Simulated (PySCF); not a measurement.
C2H6N2OSi, SMILES CN[SiH2]N=C=O.

Geometry optimised at B3LYP-D3(BJ)/def2-SVP. This is a generated structure with no PubChem entry under its InChIKey; it may be hypothetical. One conformer was computed; it need not be the lowest.

Calculation: TDA-PBE/def2-SVPD in PySCF.

Vertical excitations. The molecule is in vacuum.

Q: List the lowest excited states. (Estimate from the structure and the level; the computed values follow.)

A: 
```json
[
 {"state": "S1", "energy (eV)": "5.34", "λ (nm)": "232", "f": "0.026", "main pairs": "HOMO→LUMO 98 %"},
 {"state": "S2", "energy (eV)": "5.79", "λ (nm)": "214", "f": "0.005", "main pairs": "HOMO→LUMO+1 90 %"},
 {"state": "S3", "energy (eV)": "5.86", "λ (nm)": "212", "f": "0.010", "main pairs": "HOMO→LUMO+2 90 %"},
 {"state": "S4", "energy (eV)": "6.37", "λ (nm)": "195", "f": "0.003", "main pairs": "HOMO−1→LUMO 99 %"},
 {"state": "S5", "energy (eV)": "6.42", "λ (nm)": "193", "f": "0.025", "main pairs": "HOMO→LUMO+3 89 %"},
 {"state": "S6", "energy (eV)": "6.64", "λ (nm)": "187", "f": "0.006", "main pairs": "HOMO→LUMO+4 87 %"},
 {"state": "S7", "energy (eV)": "6.76", "λ (nm)": "183", "f": "0.008", "main pairs": "HOMO→LUMO+5 68 %, HOMO−2→LUMO 18 %"},
 {"state": "S8", "energy (eV)": "6.79", "λ (nm)": "183", "f": "0.015", "main pairs": "HOMO−2→LUMO 60 %, HOMO→LUMO+5 17 %, HOMO−1→LUMO+2 13 %"},
 {"state": "S9", "energy (eV)": "6.89", "λ (nm)": "180", "f": "0.000", "main pairs": "HOMO−1→LUMO+1 94 %"},
 {"state": "S10", "energy (eV)": "6.94", "λ (nm)": "179", "f": "0.019", "main pairs": "HOMO→LUMO+6 86 %"},
 {"state": "T1", "energy (eV)": "5.07", "λ (nm)": "244", "f": "0", "main pairs": "HOMO→LUMO 99 %"},
 {"state": "T2", "energy (eV)": "5.64", "λ (nm)": "220", "f": "0", "main pairs": "HOMO→LUMO+1 98 %"},
 {"state": "T3", "energy (eV)": "5.75", "λ (nm)": "216", "f": "0", "main pairs": "HOMO→LUMO+2 98 %"},
 {"state": "T4", "energy (eV)": "6.12", "λ (nm)": "203", "f": "0", "main pairs": "HOMO→LUMO+3 96 %"}
]
```
Triplets are in the Tamm–Dancoff approximation.
